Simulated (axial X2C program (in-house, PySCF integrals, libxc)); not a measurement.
# Spin–orbit effects along a row: molecules with Br (ions), HF

Calculated with an axial X2C code built on PySCF integrals, spin-free (one-electron X2C) or two-component (2c: spin–orbit coupling with atomic mean-field Coulomb and Gaunt terms, which also bring small scalar terms), in Dyall basis sets with cores contracted in-house; open shells are unrestricted.

Basis sets: Br dyall-cv3z, Rb dyall-cv3z, Sn dyall-cv3z, Sr dyall-cv3z, Tc dyall-cv3z, Zr dyall-cv3z.

| molecule | spin-free state | Re (Å) | ωe (cm⁻¹) | De (eV) | 2c state | Re 2c (Å) | ωe 2c (cm⁻¹) | De 2c (eV) |
| --- | --- | --- | --- | --- | --- | --- | --- | --- |
| RbBr⁺ | M_S = 1/2, Λ = 1 | 3.730 | 51.9 | 0.02 | Ω = 3/2 | 3.730 | 52.0 | 0.01 |
| SrBr⁺ | M_S = 0, Λ = 0 | 2.671 | 257.2 | 2.74 | Ω = 0 | 2.672 | 257.0 | 2.58 |
| ZrBr⁺ | M_S = 1, Λ = 2 | 2.443 | 305.8 | 2.57 | Ω = 1 | 2.445 | 304.6 | n/a |
| TcBr⁺ | M_S = 5/2, Λ = 0 | 2.423 | 289.4 | 1.25 | Ω = 5/2 | 2.425 | 288.4 | 1.10 |
| SnBr⁺ | M_S = 0, Λ = 0 | 2.400 | 307.7 | 2.47 | Ω = 0 | 2.401 | 306.9 | 1.98 |

Fragments in 2c: Rb+ + Br, Sr+ + Br, Zr+ + Br, Tc+ + Br, Sn+ + Br. Each entry is the lowest single determinant of a limited PBE0 search at one distance. De goes to single-determinant-based atoms at the same level (for ions the charge split of lowest energy) and is withheld (n/a) where an atom does not fit its ground term or J level. Main or longest-lived isotopes. One determinant is a doubtful description, or other states lie close, for RbBr⁺, ZrBr⁺, TcBr⁺; these need not be ground states, and all values refer to the states named. With several unpaired electrons the Ω given is that of one determinant, not necessarily of the lowest component. Where the atoms have a lower orbital projection than the molecule, De at mean-field level may be about a tenth of an eV too small.
